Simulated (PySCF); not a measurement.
These are PBE-D3(BJ)/def2-TZVP // B3LYP-D3(BJ)/def2-TZVP in PySCF values and carry that method's errors. All species are isolated molecules in the gas phase. 

Reference species (SMILES): `[OH][Sn]([F])([F])[F]` (neutral, multiplicity 1).

```json
{
  "HOMO": "-8.61 eV",
  "S1 oscillator strength": "0.012",
  "HOMO–LUMO gap": "4.43 eV"
}
```

Changed species: `[F][Sn]([F])([F])[F]` (0 of 4 F replaced by OH; the reference has 1 of 4 F replaced by OH).

**Question.** Predict the effect on the HOMO, S1 oscillator strength and HOMO–LUMO gap.

**Answer.** the HOMO falls by 1.63 eV, to -10.24 eV; the S1 oscillator strength drops by 0.012, to 0.000; the HOMO–LUMO gap increases by 1.04 eV, to 5.47 eV.
